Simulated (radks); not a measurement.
Coulomb parameter of the 3d shell of the chromium ion Cr+ in the model configuration [Ar] 3d4 4p1, as a second difference U = [E(n + 1) + E(n - 1) - 2 E(n)] / (1)^2 with all orbitals relaxed. "Bare": the charge of the atom changes with n. "Screened": the 4p shell takes up the change at fixed total charge, which measures U(3d,3d) + U(4p,4p) - 2 U(3d,4p). Method: Dirac Kohn-Sham, PBE, spin-unpolarised, spherical densities, finite nucleus; open shells are shared between the two j in proportion to 2j + 1; Fermi nuclear charge, rms radius 3.6452 fm; computed with a radial shooting solver on a logarithmic mesh with Libxc functionals.

| case | configuration | E - E(n) (eV) |
|---|---|---|
| start | [Ar] 3d4 4p1 | 0.000 |
| bare +1 | [Ar] 3d5 4p1 | -9.291 |
| bare -1 | [Ar] 3d3 4p1 | 22.068 |
| screened +1 | [Ar] 3d5 | -5.510 |
| screened -1 | [Ar] 3d3 4p2 | 9.560 |

U(bare) = 12.778 eV, U(screened by 4p) = 4.049 eV.
